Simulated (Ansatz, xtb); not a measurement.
## Two isomers of ClH2OSi2

Structure I is `[SiH]O[SiH]Cl`, a doublet and structure II is `[SiH2]O[Si]Cl`, a doublet. Both are isolated molecules in the gas phase, relaxed with BLYP-D3(BJ)/def2-SVP; the shapes shown needn't be the lowest conformers.

I (Å):

```yaml
atoms:
  - { symbol: Cl, position_ang: [0.1472, -0.3853, 0.9376] }
  - { symbol: O, position_ang: [1.0959, -0.2891, -2.0271] }
  - { symbol: Si, position_ang: [0.4767, -1.6343, -2.8681] }
  - { symbol: Si, position_ang: [0.9694, 0.6981, -0.6684] }
  - { symbol: H, position_ang: [-0.7030, -1.9742, -1.9021] }
  - { symbol: H, position_ang: [2.3745, 1.0988, -0.2830] }
```

II (Å):

```xyz
6

Cl   -1.8131    0.3267   -2.0857
O    -0.2058   -2.0222   -1.2086
Si   -1.8139   -1.5656   -1.0452
Si    1.2997   -1.5327   -1.8400
H     1.6559   -0.1711   -1.3012
H     2.3096   -2.5609   -1.4032
```

Energies in hartree; the thermal terms are from BLYP-D3(BJ)/def2-SVP harmonic frequencies (ideal gas, rigid rotor, one conformer each, 298.15 K, 1 atm) and include the zero-point energy:

|  | I | II |
| --- | --- | --- |
| E, CCSD(T)/def2-SVP | −1113.567628 | −1113.589864 |
| zero-point energy | 0.019996 | 0.020845 |
| H(298 K) − E | 0.027127 | 0.027976 |
| G(298 K) − E | −0.012070 | −0.011176 |

Q: Work out ΔE, ΔE₀, ΔH and ΔG for I → II in kJ/mol (1 Eh = 2625.50 kJ/mol) and the equilibrium ratio [II]/[I].

A: 1. ΔE = −1113.589864 − (−1113.567628) = −0.022236 Eh = −58.38 kJ/mol.
2. ΔE₀ = ΔE + ΔZPE = −0.022236 + (+0.000849) Eh = −56.15 kJ/mol.
3. ΔH = ΔE + (+0.000849) Eh = −56.15 kJ/mol.
4. ΔG = ΔE + (+0.000894) Eh = −56.03 kJ/mol, so ΔS = (ΔH − ΔG)/T = −0.4 J/(mol K).
5. kT = 0.9442 mEh, so K = [II]/[I] = exp(−ΔG/kT) = exp(+22.60) ≈ 6.6 × 10^9.

Structure II is favoured at this temperature. An error of 4 kJ/mol in ΔG would change K by a factor of 5. Mirror images and further conformers aren't counted.

As drawn, both hold the same kinds of bond in the same numbers.

Other levels gave ΔE = −42.4 (GFN2-xTB); −75.0 (HF/STO-3G, GFN2-xTB geometries); −61.3 (r2SCAN-D4/def2-SVP, GFN2-xTB geometries); −60.9 (BLYP-D3(BJ)/def2-SVP); −53.3 (HF/def2-SVP); −70.8 (MP2/def2-SVP) kJ/mol. Open shells are spin-unrestricted, with notable spin contamination. The correlated steps freeze 16 core orbitals. Programs: Ansatz 0.2.0, xtb 6.7.1.
